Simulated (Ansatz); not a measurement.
This geometry of ClFH4N2Zr + H2 (11 atoms, charge 0, multiplicity 1) is a first-order saddle point.

The calculation used RHF/def2-SVP (Ansatz 0.2.0).

```xyz
11
Properties=species:S:1:pos:R:3
Zr -0.466 -0.199 0.085
Cl -0.269 1.227 2.592
F 1.399 -0.628 0.269
N -1.029 1.561 -0.762
H -1.390 1.681 -1.693
H -0.893 2.469 -0.350
N -1.081 -1.590 -1.250
H -1.996 -1.673 -1.659
H -0.517 -2.357 -1.578
H -1.685 -0.665 1.573
H -1.185 0.174 2.249
```

(1) Which two structures does it join? (They come from a converged band through this point; their orientation in space is the band's.)

(2) How far does it lie above each of them?

## Answers

(1) Bonds broken: Zr1–Cl2, H10–H11. Bonds formed: Zr1–H10, Cl2–H11. ClFH4N2Zr + H2 becomes ClH + FH5N2Zr.

Initial state:

```xyz
11
Properties=species:S:1:pos:R:3
Zr 0.301 0.077 -0.199
Cl 0.348 0.237 2.212
F 2.080 -0.103 -0.891
N -0.577 1.745 -0.952
H -1.389 1.779 -1.543
H -0.260 2.689 -0.798
N -0.790 -1.510 -0.821
H -1.692 -1.782 -0.465
H -0.490 -2.207 -1.483
H -3.654 -0.534 2.054
H -2.989 -0.391 2.363
```

Final state:

```xyz
11
Properties=species:S:1:pos:R:3
Zr -0.565 -0.436 -0.088
Cl -0.342 1.583 2.889
F 1.205 -0.799 0.576
N -0.951 1.464 -0.723
H -1.304 1.740 -1.624
H -0.766 2.297 -0.191
N -0.967 -1.713 -1.616
H -1.805 -1.711 -2.174
H -0.386 -2.475 -1.927
H -1.838 -0.839 1.247
H -1.391 0.891 3.106
```

(2) 2.11 eV above the first and 0.31 eV above the second. This is the barrier of this one path; another mechanism may lie lower. The orbitals stay closed-shell, which can raise the energy where a bond breaks towards radicals; this wasn't checked here.

Time of the run: 9.9 min on 2 threads of Intel(R) Xeon(R) Platinum 8488C (Sapphire Rapids) (shared host), peak memory 0.3 GiB.
